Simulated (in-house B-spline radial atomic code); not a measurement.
Radial electron density of K3+, [Ne] 3s2 3p4. Level of theory: scalar-relativistic (X2C) r2SCAN0, spin-polarised, spherical fractional occupations, exact exchange averaged over the configuration, Fermi nucleus of rms radius 3.4349 fm; calculated with a radial B-spline atomic code at the basis-set limit.

Columns: r (bohr), 4πr²n(r) (electrons per bohr), bar.

```
 0.00307   0.5581 #
 0.00366   0.7655 #
 0.00438    1.053 ##
 0.00523    1.436 ###
 0.00625    1.949 ####
 0.00748    2.634 #####
 0.00893    3.516 #######
  0.0107    4.672 #########
  0.0128    6.115 ############
  0.0152    7.807 ###############
  0.0182    9.909 ###################
  0.0218    12.32 ########################
   0.026    14.85 #############################
  0.0311    17.44 ##################################
  0.0372    19.75 ######################################
  0.0444    21.45 #########################################
  0.0531    22.24 ###########################################
  0.0634    21.91 ##########################################
  0.0758     20.5 ########################################
  0.0906    18.46 ####################################
   0.108    16.57 ################################
   0.129    15.67 ##############################
   0.155    16.42 ################################
   0.185    18.63 ####################################
   0.221    21.28 #########################################
   0.264     22.8 ############################################
   0.315    21.88 ##########################################
   0.377    18.21 ###################################
   0.451    12.97 #########################
   0.538     8.23 ################
   0.643    5.452 ###########
   0.769    4.948 ##########
   0.919    5.571 ###########
     1.1    5.814 ###########
    1.31    4.982 ##########
    1.57     3.34 ######
    1.87    1.763 ###
    2.24   0.6821 #
    2.68    0.191 
     3.2   0.0375 
    3.82 0.004842 
    4.57 0.0003699
```

On this grid the curve has 3 maxima, near 0.0531, 0.264, 1.1 bohr.

The 3s down radial function P(r) = rR(r), positive near the nucleus:

```csv
r (bohr),P
0.00105,0.01929
0.0015,0.02692
0.00215,0.03755
0.00307,0.05194
0.00438,0.07132
0.00625,0.09693
0.00893,0.1299
0.0128,0.1706
0.0182,0.2151
0.026,0.2581
0.0372,0.2841
0.0531,0.2678
0.0758,0.1778
0.108,-0.006208
0.155,-0.2669
0.221,-0.4817
0.315,-0.4689
0.451,-0.09068
0.643,0.5211
0.919,0.974
1.31,0.9165
1.87,0.4976
2.68,0.1399
3.82,0.01707
```
